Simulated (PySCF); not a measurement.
C3H5ClOSi, SMILES C#CC[Si@@H](O)Cl. Heavy atoms are numbered as in [CH:1]#[C:2][CH2:3][Si@@H:4]([OH:5])[Cl:6]. Hydrogens are named by the atom that carries them.

Coordinates come from a B3LYP-D3(BJ)/def2-SVP optimisation. The structure was generated by enumeration; whether it is a known compound was not checked. One conformer was computed; it need not be the lowest.

The numbers are results of M06-2X/def2-TZVP run with PySCF, not measurements.

ESP charges are fitted to the potential on shells at 1.4 to 2.0 van der Waals radii. Atomic charges (e), one atom of each kind:

```csv
atom,Mulliken,IAO,ESP fit
C1 (CH),-0.14,-0.25,___
C2,-0.06,-0.03,___
C3 (CH2),-0.52,-0.60,-0.43
Si4 (SiH),0.59,1.23,___
O5 (OH),-0.55,-0.81,-0.61
Cl6,-0.24,-0.34,-0.18
H on C1,0.21,0.20,___
H on C3,0.18,0.18,___
H on Si4,0.01,-0.14,0.00
H on O5,0.34,0.37,0.42
```

Task: What belongs in the gaps? (An estimate is asked for; the answer gives what the named calculation found.)

Result: 
- C1 (CH), ESP fit: -0.53
- C2, ESP fit: 0.14
- Si4 (SiH), ESP fit: 0.47
- H on C1, ESP fit: 0.34
- H on C3, ESP fit: 0.18

Computed Mayer and Wiberg (Löwdin basis) orders of the bonds:
| bond | Mayer | Wiberg |
|---|---|---|
| C1–C2 | 3.07 | 2.95 |
| C2–C3 | 0.92 | 1.35 |
| C3–Si4 | 0.96 | 1.06 |
| Si4–O5 | 1.18 | 1.68 |
| Si4–Cl6 | 1.16 | 1.77 |
